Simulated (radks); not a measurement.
Spherical quantum dot in the effective-mass picture: electrons in a parabolic well V = omega^2 r^2 / 2 with omega = 1.04, with a point charge +2 (a donor) at the centre, all in effective atomic units (hartree* = m*/eps^2 hartree, bohr* = eps/m* bohr), one dielectric constant everywhere. Calculated with a radial shooting solver with Libxc functionals: non-relativistic Kohn-Sham, PBEsol, spin-polarised, spherical densities. Levels are named by radial order and angular momentum (1s, 1p, 1d, 2s, ...), and open shells are averaged over m.

N = 20, configuration 1s2 1p6 1d10 2s2. This is the lowest configuration that the search found. Occupied and some empty levels:

| level | occupation | eigenvalue (hartree*) | <r> (bohr*) |
|---|---|---|---|
| 1s | 2 | 9.1804 | 0.9393 |
| 1p | 6 | 10.269 | 1.905 |
| 2s | 2 | 10.458 | 1.962 |
| 1d | 10 | 10.893 | 2.255 |
| 1f | 0 | 11.538 | 2.497 |
| 2p | 0 | 11.587 | 2.156 |
| 1g | 0 | 12.224 | 2.695 |

Energy (hartree*): total 123.177, kinetic 21.715, external 21.565, Hartree 89.612, exchange-correlation -9.7151.
